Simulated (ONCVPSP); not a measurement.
# Configuration tests for Cd (Z = 48) (ONCV)

Cd (Z = 48), optimised norm-conserving Vanderbilt (ONCV), made with ONCVPSP 4.0.1 (PBE, fully relativistic). Core [Ar] 3d10, reference 4s2 4p6 4d10 5s2. Waves: 4s+5s: rc 1.40 bohr, ncon 3, nbas 7, qcut 8.3 1/bohr, 2 projectors; 4p: rc 1.15 bohr, ncon 5, nbas 8, qcut 12.1 1/bohr, 2 projectors, debl 2.5 Ha; 4d: rc 1.40 bohr, ncon 5, nbas 10, qcut 11.9 1/bohr, 2 projectors, debl 4 Ha; f scattering state at 0.27 Ha: rc 1.45 bohr, ncon 4, nbas 8, qcut 8.6 1/bohr, 2 projectors, debl 1.5 Ha. Local part: polynomial inside 0.90 bohr (lpopt 1, dvloc0 -1 Ha). Core correction: none.

Open shells are filled in proportion to 2j + 1.

Energies are relative to the spin-unpolarised reference configuration 4s2 4p6 4d10 5s2; without spin polarisation the order of configurations can differ from experiment.

**Question.** Give the all-electron excitation energy and the error of the potential for: 4s2 4p6 4d10 5s1; 4s2 4p6 4d10 5s0; 4s2 4p6 4d9 5s0; 4s2 4p5 4d10 5s2.

**Answer.**

```json
{"valence configuration": "4s2 4p6 4d10 5s1", "charge": "+1", "ΔE all-electron (eV)": "9.274", "error AE − PS (meV)": "+0.3"}
{"valence configuration": "4s2 4p6 4d10 5s0", "charge": "+2", "ΔE all-electron (eV)": "26.401", "error AE − PS (meV)": "+0.6"}
{"valence configuration": "4s2 4p6 4d9 5s0", "charge": "+3", "ΔE all-electron (eV)": "64.408", "error AE − PS (meV)": "+0.7"}
{"valence configuration": "4s2 4p5 4d10 5s2", "charge": "+1", "ΔE all-electron (eV)": "74.346", "error AE − PS (meV)": "+9.6"}
```

Levels in the configuration 4s2 4p6 4d10 5s0:

```
   level  all-electron (eV)  pseudo (eV)
4s j=1/2           -124.753     -124.763
4p j=3/2            -84.059      -84.069
4p j=1/2            -89.874      -89.886
4d j=5/2            -30.153      -30.153
4d j=3/2            -30.870      -30.870
```
